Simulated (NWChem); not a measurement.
GeH2F2; SMILES [F][GeH2][F]

```xyz
5

Ge     0.0000     0.0000    -0.2986
F     -1.3721     0.0000     0.7531
F      1.3721     0.0000     0.7531
H      0.0000     1.3186    -1.0725
H      0.0000    -1.3186    -1.0725
```
Atoms are numbered in this order, from 1.

Program: NWChem. Pople sets run with spherical d functions. Geometry: optimised at PBE0/def2-SVP. GIAO values for the isolated, static molecule; σ is the absolute isotropic shielding, δ = σ(reference) − σ with the isolated reference molecule computed at the same levels (19F: trichlorofluoromethane, 1H: tetramethylsilane).

```
level                                 σ Ge1 (ppm)  δ F2 (ppm)  δ H4 (ppm)
------------------------------------  -----------  ----------  ----------
PBE/pcSseg-1                               1235.0      -175.6        6.08
LDA (Slater exchange, VWN5)/pcSseg-1       1163.0      -175.2        6.44
BHandHLYP/pcSseg-1                         1381.9      -163.2        5.52
B3LYP/6-31G*                               1507.6      -137.8        6.37
```
